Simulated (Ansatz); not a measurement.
Mg8O8 (started as a model of: 1x4x4 MgO rock-salt block). Charge 0, multiplicity 1. Geometry PBE-D4/def2-SVP.

```
atom   x (Å)   y (Å)   z (Å)
 Mg1  -2.530  -2.847  -0.585
  O2  -1.881  -2.279   1.057
 Mg3  -0.587  -1.802   2.423
  O4   0.916  -1.670   3.562
  O5  -2.211  -1.397  -1.694
 Mg6  -1.419  -0.499   0.030
  O7  -0.219  -0.018   1.517
 Mg8   1.427  -0.058   2.715
 Mg9  -1.310  -0.061  -2.774
 O10  -0.639   0.914  -1.111
Mg11   0.638   1.313   0.347
 O12   2.275   1.342   1.673
 O13  -0.140   0.858  -3.934
Mg14   0.655   1.730  -2.460
 O15   1.870   2.276  -1.050
Mg16   3.155   2.197   0.284
```

(1) Estimate the orbital energies around the gap (eV) in Ansatz with HF/STO-3G, PBE-D4/def2-SVP, PBE-D4/def2-TZVP, r2SCAN-D4/def2-TZVP, PBE0-D4/def2-TZVP.

Answers

(1) 
| orbital | HF/STO-3G | PBE-D4/def2-SVP | PBE-D4/def2-TZVP | r2SCAN-D4/def2-TZVP | PBE0-D4/def2-TZVP |
| --- | --- | --- | --- | --- | --- |
| HOMO−5 | -2.57 | -4.97 | -4.93 | -4.93 | -6.04 |
| HOMO−4 | -2.25 | -4.93 | -4.89 | -4.90 | -6.01 |
| HOMO−3 | -2.16 | -4.15 | -4.19 | -4.20 | -5.39 |
| HOMO−2 | -2.09 | -4.02 | -4.05 | -4.10 | -5.20 |
| HOMO−1 | -1.91 | -4.01 | -4.04 | -4.08 | -5.15 |
| HOMO | -1.25 | -3.94 | -3.97 | -4.01 | -5.12 |
| LUMO | 8.01 | -3.48 | -3.42 | -2.96 | -2.74 |
| LUMO+1 | 8.30 | -3.37 | -3.30 | -2.84 | -2.64 |
| LUMO+2 | 12.68 | -1.35 | -1.39 | -0.97 | -0.62 |
| LUMO+3 | 13.15 | -0.87 | -0.92 | -0.44 | -0.16 |
| LUMO+4 | 14.32 | -0.57 | -0.57 | -0.12 | 0.06 |
| LUMO+5 | 14.44 | -0.56 | -0.54 | -0.08 | 0.08 |
